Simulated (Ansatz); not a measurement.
Program: Ansatz. Geometries: PBE0-D4/def2-TZVP. ΔE: electronic, gas phase. CCSD(T)/CBS is the MP2 limit (def2-TZVPP, def2-QZVPP) plus CCSD(T) − MP2 in def2-TZVPP, frozen cores. DFT in def2-TZVPP. Elements past krypton have def2 core potentials. For Te outer-core shells are correlated without core-valence functions, which leaves a few kJ/mol of doubt a bond. Each species was taken in one conformer, which may not be the lowest.

`O[SiH]([SiH3])[TeH]` + `C1[SiH2]S1` → `[SiH3][SiH2][TeH]` + `OC1[SiH2]S1`  (redistribution)

```csv
level,ΔE (kJ/mol)
B97M-V,175.8
r2SCAN0-D4,176.2
BHLYP-D4,178.7
ωB97X-V,170.7
r2SCAN0,175.8
LC-ωPBE,172.1
SCS-MP2/def2-QZVPP,182.8
HF/CBS(def2),180.6
```

(1) What does CCSD(T)/CBS give? (An estimate is asked.)

Largest T1 diagnostic among the species: 0.013.

## Answers

(1) Computed: +178.6 kJ/mol. The listed levels differ from it by -2.8, -2.4, 0.1, -7.9, -2.8, -6.5, 4.2, 2.0 kJ/mol.

From r2SCAN to r2SCAN0 (25 % exact exchange), in def2-TZVPP and without D4, ΔE moves by +3.2 kJ/mol. Leaving LDA and LC-ωPBE aside and taking each functional with its dispersion term where it has one, the values, not all of them listed here, spread over 19.8 kJ/mol, from revPBE-D4 to BHLYP-D4. At CCSD(T), def2-SVP lies −35.0 kJ/mol from the extrapolated value and def2-TZVPP −3.6 kJ/mol.
